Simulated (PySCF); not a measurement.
Two species compared at the same levels of theory.

First species: ZrH2Cl2 (singlet state).
SMILES: `[H][Zr]([H])([Cl])[Cl]`

Second species: C7H6N2Se.
Numbering: `[N:1]#[C:2][C:3]1=[CH:4][Se:5][CH2:6][C@@H:7]([C:8]#[N:9])[CH2:10]1` (hydrogens: H11 on C4; H12, H13 on C6; H14 on C7; H15, H16 on C10)

Levels: wB97X-D/def2-SVPD for HOMO energy, LUMO energy, HOMO–LUMO gap and static isotropic polarisability; TDDFT wB97X-D/def2-SVPD for lowest singlet excitation. Geometries: PBE0-D3(BJ)/def2-SVP. Each species is one conformer at its optimised geometry, gas phase (atoms past krypton carry core potentials, spin–orbit coupling is left out). Electronic properties by PySCF.

```tsv
property	column X	column Y
HOMO energy	-8.76 eV	-10.87 eV
LUMO energy	-0.14 eV	-1.08 eV
HOMO–LUMO gap	8.62 eV	9.79 eV
lowest singlet excitation	4.73 eV	4.15 eV
static isotropic polarisability	117.0 au	72.9 au
```

(1) Which column belongs to which species?

(2) How does each property change from the first species to the second?

Results:

(1) Column X is the second species and column Y the first. The first has 5 atoms and 76 electrons, the second 16 and 96.

(2) HOMO energy +2.11 eV; LUMO energy +0.94 eV; HOMO–LUMO gap -1.17 eV; lowest singlet excitation +0.58 eV; static isotropic polarisability +44.1 au.

On the first: The polarisability is 10.80 Å³ as a volume (1 au = 0.148185 Å³). In wavenumbers S1 is 33500 cm⁻¹ (1 eV = 8065.54 cm⁻¹). Atoms past krypton carry effective core potentials; spin–orbit coupling is left out.

On the second: S1 lies 3.89 eV below the HOMO–LUMO gap; its leading configuration is HOMO→LUMO, weight 0.67. In wavenumbers S1 is 38100 cm⁻¹ (1 eV = 8065.54 cm⁻¹). Relativistic effects, spin–orbit coupling among them, are left out although an element past zinc is present.
